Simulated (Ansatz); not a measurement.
`[SH][GeH]1[CH2][NH]1`, relaxed with RKS PBE0-D4/def2-TZVP in the Gaussian-basis code of Ansatz from a PBE-D4/def2-SVP geometry. The force threshold is 0.005 eV/Å; the program also tests the step.

The species carries charge 0 and has multiplicity 1.

Start:

```xyz
9

S    -1.258    0.653   -2.193
Ge   -0.861   -0.258   -0.191
C     0.375    0.521    1.097
N     1.034   -0.332    0.090
H     0.041    0.440   -2.554
H    -1.567   -1.595    0.109
H     0.571    1.604    0.989
H     0.321    0.192    2.153
H     1.343   -1.225    0.500
```

Problem. How much energy does the relaxation release, and in how many steps? (Best estimate.)

Solution. Ansatz gave: 1.68 kcal/mol, in 15 steps, 3 of them rejected.

Problem. Which bonds change most? (Best estimate.)

Solution. Ansatz gave: Ge2–N4 from 1.917 to 1.860 Å; Ge2–C3 from 1.947 to 1.912 Å; S1–Ge2 from 2.235 to 2.203 Å; S1–H5 from 1.365 to 1.344 Å.

Problem. Give the relaxed structure. (Estimate.)

Solution. Ansatz gave: 
```xyz
9

S    -1.248    0.381   -2.248
Ge   -0.777   -0.371   -0.232
C     0.361    0.519    1.021
N     1.048   -0.448    0.119
H    -0.011    0.889   -2.388
H    -1.685   -1.523    0.185
H     0.650    1.555    0.863
H     0.263    0.260    2.074
H     1.399   -1.263    0.608
```
